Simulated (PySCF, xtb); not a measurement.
SeCl2, SMILES Cl[Se]Cl.

Harmonic wavenumbers (cm⁻¹) from GFN2-xTB in xtb 6.7.1 at its own minimum, in rising order: 154, 363, 394.

What does ωB97X-D3(BJ)/def2-TZVP (PySCF) give at its own minimum? (Estimate from the structure and the level; the computed values follow.)

168, 433, 452. Paired by order, the mean absolute difference is 48 cm⁻¹ and the zero-point energies are 1.3 and 1.5 kcal/mol.
